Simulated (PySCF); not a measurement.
From one molecule to another.

First species: C₄H₅N₃.
Atom-mapped SMILES: `[CH2:1]=[CH:2][n:3]1[cH:4][cH:5][n:6][n:7]1` (hydrogens: H8, H9 on C1; H10 on C2; H11 on C4; H12 on C5)

Second species: C3H12P2Si.
Structure used (GFN2-xTB), in Å, numbered top down from 1:
```xyz
18
C3H12P2Si angstrom
C     -1.2139   -1.3103    0.9322
C     -0.6954    0.1029    0.6926
C     -1.4902    0.7717   -0.4244
Si     1.1792    0.0516    0.2560
P      1.3291   -1.2947   -1.5474
P      2.0747    2.0625   -0.2383
H     -2.2781   -1.2966    1.1624
H     -0.6894   -1.7834    1.7593
H     -1.0676   -1.9174    0.0385
H     -0.8305    0.6832    1.6107
H     -1.3545    0.2287   -1.3599
H     -2.5535    0.7811   -0.1884
H     -1.1666    1.8011   -0.5728
H      1.9306   -0.4252    1.4344
H      2.6628   -1.0169   -1.7874
H      1.6328   -2.4299   -0.8192
H      1.3853    2.2094   -1.4282
H      1.1362    2.7885    0.4683
```

Levels: PBE0/def2-SVPD for dipole moment, HOMO energy, LUMO energy, HOMO–LUMO gap, static isotropic polarisability and electronic spatial extent ⟨r²⟩ about the centre of nuclear charge; TDDFT PBE0/def2-SVPD for lowest singlet excitation; TDA PBE0/def2-SVPD for lowest triplet excitation (Tamm–Dancoff); GFN2-xTB for rotational constant A and rotational constant C. Geometries: GFN2-xTB. Each structure is a single optimised conformer of the isolated species, non-relativistic unless stated. Electronic properties by PySCF.

The conformers computed, where there is a choice (atom-mapped SMILES and torsion angles):
- `[CH2:1]=[CH:2][n:3]1[cH:4][cH:5][n:6][n:7]1`: C1–C2–N3–C4 180°
- `[CH3:1][CH:2]([CH3:3])[SiH:4]([PH2:5])[PH2:6]`: C1–C2–Si4–P5 57°, H–P5–Si4–C2 171°, H–P5–Si4–C2 -96°, H–P6–Si4–C2 -69°, H–P6–Si4–C2 24°

Which of the two has the higher rotational constant C, and by how much?

The first: 1.786 GHz against 0.953 GHz, a difference of 0.833 GHz.

Which has the higher HOMO energy?

The second: -7.28 eV against -7.39 eV, a difference of 0.11 eV.

Which of the two has the higher S1 energy, and by how much?

The second: 6.00 eV against 4.92 eV, a difference of 1.08 eV.

Which of the two has the higher HOMO–LUMO gap, and by how much?

The second: 7.30 eV against 6.14 eV, a difference of 1.16 eV.

Which of the two has the higher T1 energy, and by how much?

The second: 5.44 eV against 3.67 eV, a difference of 1.77 eV.

Which has the higher rotational constant A?

The first: 8.502 GHz against 1.850 GHz, a difference of 6.652 GHz.

Which of the two has the higher ⟨r²⟩, and by how much?

The second: 1345 bohr² against 665 bohr², a difference of 680 bohr².

Which has the higher LUMO energy?

The second: 0.02 eV against -1.25 eV, a difference of 1.27 eV.

On the first: The polarisability is 10.07 Å³ as a volume (1 au = 0.148185 Å³), or 1.36 au for each of the 50 electrons. No computed singlet falls in the visible range (750 to 380 nm, 1.65 to 3.26 eV); S1 lies 1.66 eV above its blue end.

On the second: No computed singlet falls in the visible range (750 to 380 nm, 1.65 to 3.26 eV); S1 lies 2.74 eV above its blue end.
